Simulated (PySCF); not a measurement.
**What binds TaF: the parts of the energy along the bond**

State: ³Σ⁻, triplet, unpaired electrons δ ↑↑. ROHF-based CCSD(T) in PySCF 2.14 with Ta aug-cc-pVDZ-PP with ECP60, F aug-cc-pVDZ and Ta aug-cc-pVTZ-PP with ECP60, F aug-cc-pVTZ (frozen core orbitals: 5; scalar-relativistic core potentials). Correlation energies are extrapolated as n⁻³ (n = 2, 3), Hartree–Fock as (n+1)·exp(−9√n). All energies in eV from Ta (5d3 6s2) + F.

```
 R (Å)  HF/CBS  CCSD corr.      (T)   total
1.6078  -3.086      -1.568  -0.2297  -4.884
1.6809  -3.729      -1.641  -0.2370  -5.607
1.7539  -4.023      -1.730  -0.2437  -5.997
1.8270  -4.075      -1.818  -0.2500  -6.143
1.9001  -3.960      -1.893  -0.2559  -6.109
1.9915  -3.665      -1.964  -0.2630  -5.892
2.0828  -3.272      -2.017  -0.2697  -5.559
```

A fit to the total gives Re = 1.8468 Å, De = 6.149 eV, ωe = 695.9 cm⁻¹, Be = 0.2875 cm⁻¹ (masses 180.9480 and 18.9984 u).

**Question.** At R = 1.8270 Å the CCSD correlation energy is -0.317433 hartree in the smaller basis and -0.376402 in the larger. Extrapolate it.

**Answer.** (3³·E3 − 2³·E2)/(3³ − 2³) = -0.40123 hartree; the larger basis holds 93.8 % of it.

The T1 diagnostic is 0.049, large enough to doubt a single reference. The state was picked by a PBE0 search and need not be the measured ground state. Spin–orbit coupling, excitations beyond (T) and corrections to the Born–Oppenheimer picture are left out, and spin–orbit coupling matters for open p, d or f shells this heavy.
